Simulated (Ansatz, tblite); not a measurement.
Removing and adding an electron: the cluster CaO2H2. The state is a singlet with charge 0. Geometry: PBE0-D4/def2-TZVP. Ansatz, gas phase; energy differences of separate SCF runs; the oxidised species was run as a doublet alone; the reduced species was run as a doublet alone.

```csv
atom,x (Å),y (Å),z (Å)
Ca1,0.078,-0.193,0.030
O2,0.712,0.547,1.807
O3,-0.700,-0.576,-1.802
H4,-1.080,-0.713,-2.665
H5,0.991,0.935,2.631
```

The xTB rows come from tblite. Correlated methods freeze 7 core orbitals; core or outer-core shells of Ca are correlated, in sets that lack core-valence functions. In CCSD on the charge 1 doublet the largest single amplitude is 0.15, so its Hartree–Fock determinant may place the open shell otherwise than the density functionals do. The structure comes from a short search, and lower isomers may exist.

```csv
level,−HOMO (eV),vertical IE (eV),−LUMO (eV),vertical EA (eV),HOMO–LUMO gap (eV),IE − EA (eV),remarks
GFN1-xTB,10.75,14.57,7.75,4.56,3.00,10.01,–
GFN2-xTB,10.51,14.40,9.71,5.82,0.80,8.58,–
HF/def2-TZVPD,–,–,–,-0.38,–,–,HOMO above zero (-1 doublet)
HF/def2-TZVPP,–,8.14,–,–,–,–,–
PBE-D4/def2-TZVP,5.52,8.80,1.78,–,3.74,–,–
PBE-D4/def2-TZVPD,5.66,–,1.84,0.15,3.82,–,HOMO above zero (-1 doublet)
r2SCAN-D4/def2-TZVP,5.79,8.85,1.14,–,4.65,–,–
r2SCAN-D4/def2-TZVPD,5.90,–,1.16,0.04,4.74,–,HOMO above zero (-1 doublet)
PBE0-D4/def2-TZVP,7.07,9.17,1.12,–,5.94,–,–
PBE0-D4/def2-TZVPD,7.18,–,1.17,0.06,6.01,–,HOMO above zero (-1 doublet)
MP2/def2-TZVPD,–,–,–,-0.07,–,–,HOMO above zero (-1 doublet)
MP2/def2-TZVPP,–,10.13,–,–,–,–,–
CCSD/def2-TZVPD,–,–,–,-0.05,–,–,HOMO above zero (-1 doublet)
CCSD/def2-TZVPP,–,9.74,–,–,–,–,–
CCSD(T)/def2-TZVPD,–,–,–,0.00,–,–,HOMO above zero (-1 doublet)
CCSD(T)/def2-TZVPP,–,9.82,–,–,–,–,–
```

Relaxing the oxidised species (PBE0-D4/def2-TZVP) changes its energy by -0.07 eV at PBE0-D4/def2-TZVP, so the adiabatic ionisation energy to this nearest minimum is 9.11 eV. At PBE-D4/def2-TZVP it is 8.70 eV.     A HOMO above zero means that the electron is unbound at that level or that self-interaction error raises the level; the energy of removing that electron tells which. Raw xTB energy differences between charge states are shifted by several eV; the methods need an empirical correction for them. A negative affinity means that the extra electron isn't bound; its size then hangs on the basis.
